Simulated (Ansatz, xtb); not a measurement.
C5H8OSi: which of two isomers lies lower

Structure I is `C=C([SiH3])/C=C/C=O`, a singlet and structure II is `C=C/C=C(/[SiH3])C=O`, a singlet. Both are isolated molecules in the gas phase, relaxed with PBE0-D3(BJ)/def2-SVP, each in the lowest conformer that the search found.

Task: Estimate E(II) − E(I) at the level CCSD(T)/def2-SVP + ΔMP2/def2-TZVPP.

Result: Too close to call at this level: CCSD(T)/def2-SVP + ΔMP2/def2-TZVPP gives E(II) − E(I) = +0.35 kcal/mol.

How the difference moves with the method:

```csv
level,geometry,E(II) − E(I) (kcal/mol),departure from the last row (kcal/mol),"job, with rough time for the two"
GFN2-xTB,GFN2-xTB,−1.46,−1.81,"optimisation, 0.18 s"
HF/STO-3G,GFN2-xTB,+1.73,+1.38,"single point, 0.56 s"
r2SCAN-D4/def2-SVP,GFN2-xTB,−0.21,−0.56,"single point, 3.8 s"
PBE0-D3(BJ)/def2-SVP,PBE0-D3(BJ)/def2-SVP,−0.53,−0.89,"optimisation, 45 s"
HF/def2-SVP,PBE0-D3(BJ)/def2-SVP,−0.29,−0.65,part of the CCSD(T) run
MP2/def2-SVP,PBE0-D3(BJ)/def2-SVP,−0.46,−0.81,part of the CCSD(T) run
CCSD(T)/def2-SVP,PBE0-D3(BJ)/def2-SVP,−0.52,−0.88,single point
CCSD(T)/def2-SVP + ΔMP2/def2-TZVPP,PBE0-D3(BJ)/def2-SVP,+0.35,,"single point, 86 s"
```

As drawn, both hold the same kinds of bond in the same numbers.

The largest departure from CCSD(T)/def2-SVP + ΔMP2/def2-TZVPP is that of GFN2-xTB, 1.81 kcal/mol. The last row adds to CCSD(T) the change of the MP2 difference between the two basis sets, here +0.88 kcal/mol.

With thermal terms from frequencies at re-optimised GFN2-xTB minima (ideal gas, soft modes damped towards free rotors, one conformer each, 298.15 K, 1 atm): the zero-point term adds +0.09 kcal/mol; ΔH is +0.55 and ΔG +0.37 kcal/mol.

The correlated steps freeze 11 core orbitals. Codes used: Ansatz 0.2.0, xtb 6.7.1; the last row on 2 threads of Intel(R) Xeon(R) Platinum 8488C (Sapphire Rapids) on a shared host.
